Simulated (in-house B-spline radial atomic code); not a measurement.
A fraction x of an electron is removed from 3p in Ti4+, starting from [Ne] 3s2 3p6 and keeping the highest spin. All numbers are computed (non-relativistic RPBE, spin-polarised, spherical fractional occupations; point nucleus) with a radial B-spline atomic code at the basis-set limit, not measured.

```tsv
x	E(x) - E(0) (eV)	3p down level (eV)
0	0.0000	-89.330
0.12	10.8608	-91.685
0.22	20.1278	-93.657
0.3	27.6836	-95.239
0.5	47.1287	-99.217
0.53	50.1142	-99.816
0.64	61.2150	-102.018
0.85	83.0819	-106.243
0.92	90.5684	-107.658
1	99.2458	-109.278
```

The exact functional would give a straight line between the two integer points. Deviations E(x) - E(0) - x[E(1) - E(0)], in eV: -1.049 at x = 0.12, -1.706 at x = 0.22, -2.09 at x = 0.3, -2.494 at x = 0.5, -2.486 at x = 0.53, -2.302 at x = 0.64, -1.277 at x = 0.85, -0.738 at x = 0.92.

The curve lies below the straight line by up to 2.494 eV (at x = 0.5): convex, the delocalisation error that favours fractional charges.

Q: How well does Slater's transition state (minus the level at half occupation) give the ionisation energy?

A: It gives 99.217 eV against 99.246 eV from the two total energies; NIST lists 99.30 eV, ground level to ground level.
